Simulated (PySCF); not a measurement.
## Two-component Hartree-Fock for Tc³⁺ (technetium, charge +3)

Start: [Kr] 4d3 5s1; 4d5/2 filled at m_j = +1/2, +3/2, +5/2; 5s1/2 filled at m_j = +1/2. Calculated with PySCF 2.14 in x2c-TZVPall-2c (8s9p7d1f, 77 functions): generalised Hartree-Fock with the X2C-1e Hamiltonian and a Gaussian nucleus; one run each with spin-orbit coupling (SO) switched off, then screened by Boettger's factors. This is a chosen level, not necessarily the ground level.

| spinor shell | electrons | ε, spin-free (eV) | ε, screened SO (eV) | weight of nominal j (screened SO) | rms radius, screened SO (bohr) |
| --- | --- | --- | --- | --- | --- |
| 1s1/2 | 2 | -21197.2 | -21196.0 | 1.000 | 0.0394 |
| 2s1/2 | 2 | -3134.2 | -3133.9 | 1.000 | 0.162 |
| 2p1/2 | 2 | -2802.4 | -2884.0 | 1.000 | 0.141 |
| 2p3/2 | 4 | -2802.4 | -2764.3 | 1.000 | 0.145 |
| 3s1/2 | 2 | -610.20 | -610.16 | 1.000 | 0.442 |
| 3p1/2 | 2 | -498.27 | -512.49 | 1.000 | 0.439 |
| 3p3/2 | 4 | -498.27 | -491.67 | 1.000 | 0.450 |
| 3d3/2 | 4 | -317.23 | -319.53 | 0.976 | 0.433 |
| 4s1/2 | 2 | -125.46 | -125.47 | 1.000 | 1.12 |
| 4p3/2 | 4 | -90.891 | -89.365 | 0.877 | 1.23 |
| 4p1/2 | 2 | -90.891 | -94.156 | 0.755 | 1.22 |
| 4d5/2 | 3 | -47.625 | -47.561 | 0.752 | 1.58 |
| 5s1/2 | 1 | -32.634 | -32.637 | 1.000 | 2.92 |

(1) Where does 3d5/2 lie, and what is the 3d spin-orbit splitting (screened SO)?

```json
{"quantity": "E (hartree)", "spin-free": "-4280.64728", "screened SO": "-4281.19426"}
{"quantity": "M_J", "spin-free": "5", "screened SO": "5"}
{"quantity": "⟨J²⟩", "spin-free": "30.007", "screened SO": "30.006"}
{"quantity": "⟨L²⟩", "spin-free": "12.006", "screened SO": "12.112"}
{"quantity": "⟨S²⟩", "spin-free": "6.001", "screened SO": "5.962"}
```

Each row is a mean over spinors that exchange with the open shell spreads, by up to 8.892 eV (4p3/2).

Rows whose weight is well below 1 are mixtures of j = l ± 1/2: exchange outweighs spin-orbit coupling there, and the label is only the starting occupation.

Breit and QED terms are absent; they matter most for the inner s and p1/2 levels.

Densities and radii are taken from the X2C orbitals without a picture-change correction, which distorts them close to the nucleus.

Without spin-orbit coupling the j labels of p, d and f shells carry no meaning; the spin-free column gives the mean over the occupied spinors of each nl shell.

Answers

(1) At -315.70 eV, 3.833 eV above 3d3/2.
